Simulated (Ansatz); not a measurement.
Molecule: sum formula H₆SiN₃O, net charge -1, singlet state. It need not be the lowest isomer of its formula. Whether it binds its extra electron was not tested at this geometry. 
Geometry from a B3LYP-D3(BJ)/def2-TZVP (Ansatz, a program for electronic structure) optimisation:
SMILES: [Si](N)([O-])(N)N
```xyz
11

Si    -0.0258    -0.1379     0.0854
O     -0.2713    -1.4490     0.8974
N     -1.4884     0.7053    -0.5014
N      0.8432     1.1653     0.9463
N      0.9371    -0.3117    -1.4103
H     -2.3172     0.1449    -0.3438
H     -1.6162     1.5932    -0.0326
H      1.7614     1.3216     0.5500
H      0.9588     0.9374     1.9263
H      0.3739    -0.1429    -2.2341
H      1.3283    -1.2432    -1.4829
```
Charge -1, spin multiplicity 1.

Parts of the frozen-core correlation energy in 6-31G* (Ansatz, hartree). Frozen orbitals: 9; correlated occupied orbitals by spin: 16 and 16; virtual: 66 and 66. Spin-orbit coupling is left out. No relativistic terms.

| term | value |
|---|---|
| reference (HF) | -530.72821 |
| MP2 opposite-spin | -0.56706 |
| MP2 same-spin | -0.20044 |
| CCSD correlation | -0.80164 |
| (T) | -0.01795 |
| T1 diagnostic | 0.013 |
| largest doubles amplitude | 0.018 |
